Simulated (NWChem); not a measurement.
Species: SbCl2 cation; SMILES [Cl][Sb+][Cl]

Computed with NWChem. Geometry: optimised at PBE-D3(BJ)/def2-SVP. def2 effective core potentials on Sb; no spin-orbit coupling. Total energies of different functionals are on different scales.

| level | energy (Ha) | highest occupied level (eV) | orbital gap (eV) |
|---|---|---|---|
| B3LYP/def2-SVP | -1160.2231 | ? | ? |
| PBE/def2-SVP | -1159.7455 | -13.55 | 2.54 |
| OLYP/def2-SVP | -1160.4154 | -13.42 | 2.60 |
| LDA (Slater exchange, VWN5)/def2-SVP | -1156.7961 | -13.68 | 2.47 |
| LC-wPBE (HJS exchange hole, range parameter 0.4 per bohr)/def2-SVP | -1159.8295 | -17.49 | 8.99 |
| KT2/def2-SVP | -1168.3292 | -13.68 | 2.56 |
| BP86/def2-SVP | -1160.3339 | -13.67 | 2.51 |
| PW91/def2-SVP | -1160.1888 | -13.60 | 2.52 |
| RPBE/def2-SVP | -1160.0945 | -13.51 | 2.56 |

Task: Complete the blanks.

Result: 
- B3LYP/def2-SVP, highest occupied level (eV): -14.59
- B3LYP/def2-SVP, orbital gap (eV): 4.01
